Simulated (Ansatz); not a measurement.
Relaxation of CH4ClMgN (8 atoms, charge 0, multiplicity 1), to a largest force component of 0.015 eV/Å in at most 40 steps.

These are results of RKS PBE/STO-3G (Ansatz), not measurements.

```xyz
8
Properties=species:S:1:pos:R:3:forces:R:3
N 0.056 1.041 0.265 0.78 2.00 1.42
C 0.531 -0.241 0.644 -0.22 -4.05 -1.07
Mg -0.266 -1.773 -0.687 0.12 2.22 0.59
Cl -1.558 -0.767 -2.149 0.22 -0.70 0.15
H 0.357 1.314 -0.666 0.27 0.43 -1.83
H -0.955 1.122 0.331 -1.89 0.12 -0.19
H 1.622 -0.246 0.594 0.74 0.05 0.17
H 0.213 -0.450 1.667 -0.03 -0.07 0.76
```

Question: Where does it end, and by what steps?

Answer: It converged. Limits of this set-up: minimal basis. After 10 steps the energy has fallen by 1.170 eV; Cl4 moved furthest, 1.39 Å.

```csv
step,energy less start (eV),largest force component (eV/Å),accepted
0,0.0000,4.050,yes
1,-0.5854,1.970,yes
2,-0.8723,0.533,yes
3,-0.9430,0.632,yes
4,-1.0267,0.243,yes
5,-1.0810,0.287,yes
6,-1.1242,0.387,yes
7,-1.1575,0.102,yes
8,-1.1637,0.120,yes
9,-1.1695,0.047,yes
10,-1.1697,0.010,yes
```

```xyz
8
Properties=species:S:1:pos:R:3
N 0.337 1.321 0.666
C 0.417 -0.216 0.504
Mg -0.575 -1.174 -0.950
Cl -1.661 -2.102 -2.520
H 0.576 1.701 -0.312
H -0.719 1.528 0.685
H 1.506 -0.436 0.429
H 0.118 -0.622 1.497
```

Whether the end is a true minimum wasn't checked by a vibrational analysis.

Time of the run: 18 s on 1 thread of Arm Neoverse V2, with other jobs on the host, peak memory 0.14 GiB.
